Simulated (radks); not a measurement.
Valence configurations of neutral molybdenum (all share [Kr]). All-electron calculation, scalar-relativistic Kohn-Sham, BLYP, spin-unpolarised, spherical densities, point nucleus. Program: a radial shooting solver on a logarithmic mesh with Libxc functionals. Energies are relative to 4d5 5s1; eigenvalues in eV.

valence	E (eV)	e(4d)	e(5p)	e(5s)
4d5 5s1	0.000	-3.634	-	-4.052
4d4 5s2	0.119	-5.478	-	-4.774
4d5 5s0.5 5p0.5	1.548	-4.303	-1.380	-4.543
4d4 5s1 5p1	3.662	-6.756	-1.985	-5.649
4d5 5p1	3.162	-4.907	-1.681	-
4d4 5p2	7.436	-7.868	-2.495	-
4d3 5s1 5p2	9.637	-10.056	-2.844	-7.115
4d6	0.847	-2.267	-	-
4d5.5 5s0.5	0.323	-2.885	-	-3.748
4d4.5 5s1.5	-0.081	-4.502	-	-4.397

NIST lists [Kr] 4d5 5s1 as the ground configuration; this level of theory puts 4d4.5 5s1.5 lower, by 0.081 eV. The energies are those of spherical spin-averaged densities, not of single terms.
